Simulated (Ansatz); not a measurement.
Nb2(F)10 (Nb₂F₁₀). Total charge 0; singlet. Geometry PBE-D4/def2-SVP.

```xyz
12

Nb   -0.6833    1.4112    0.7137
F    -1.9794    0.1959    1.3006
F    -0.3633    2.1027    2.3924
F     0.8023    2.2359   -0.0699
F    -1.9036    2.5802   -0.0229
F     0.6439   -0.1996    1.0098
Nb    0.6833   -1.4112   -0.7137
F     1.9793   -0.1958   -1.3006
F     0.3633   -2.1027   -2.3924
F    -0.8022   -2.2359    0.0700
F     1.9037   -2.5803    0.0227
F    -0.6439    0.1996   -1.0098
```

In the def2 sets Nb takes a core potential; there is no spin–orbit coupling.

(1) Estimate the orbital energies around the gap (eV) in Ansatz with LDA (SPW92)/def2-TZVP, PBE-D4/def2-SVP, PBE-D4/def2-TZVP, r2SCAN-D4/def2-TZVP, PBE0-D4/def2-TZVP.

Answers

(1) 
| orbital | LDA (SPW92)/def2-TZVP | PBE-D4/def2-SVP | PBE-D4/def2-TZVP | r2SCAN-D4/def2-TZVP | PBE0-D4/def2-TZVP |
| --- | --- | --- | --- | --- | --- |
| HOMO−13 | -11.77 | -11.34 | -11.44 | -12.01 | -13.58 |
| HOMO−12 | -11.63 | -11.17 | -11.29 | -11.91 | -13.56 |
| HOMO−11 | -11.59 | -11.15 | -11.27 | -11.84 | -13.39 |
| HOMO−10 | -11.33 | -10.87 | -10.99 | -11.58 | -13.17 |
| HOMO−9 | -11.32 | -10.87 | -10.98 | -11.54 | -13.10 |
| HOMO−8 | -11.27 | -10.85 | -10.95 | -11.51 | -13.06 |
| HOMO−7 | -11.14 | -10.71 | -10.81 | -11.37 | -12.93 |
| HOMO−6 | -11.11 | -10.70 | -10.80 | -11.36 | -12.93 |
| HOMO−5 | -11.06 | -10.61 | -10.73 | -11.28 | -12.83 |
| HOMO−4 | -10.99 | -10.57 | -10.68 | -11.23 | -12.79 |
| HOMO−3 | -10.93 | -10.50 | -10.60 | -11.15 | -12.69 |
| HOMO−2 | -10.82 | -10.42 | -10.51 | -11.07 | -12.64 |
| HOMO−1 | -10.72 | -10.31 | -10.40 | -10.99 | -12.56 |
| HOMO | -10.69 | -10.28 | -10.38 | -10.96 | -12.54 |
| LUMO | -5.34 | -5.01 | -5.04 | -5.11 | -4.45 |
| LUMO+1 | -4.97 | -4.65 | -4.68 | -4.75 | -4.10 |
| LUMO+2 | -4.95 | -4.60 | -4.65 | -4.72 | -4.05 |
| LUMO+3 | -4.93 | -4.59 | -4.64 | -4.71 | -4.04 |
| LUMO+4 | -4.82 | -4.48 | -4.53 | -4.61 | -3.94 |
| LUMO+5 | -4.74 | -4.42 | -4.45 | -4.52 | -3.85 |
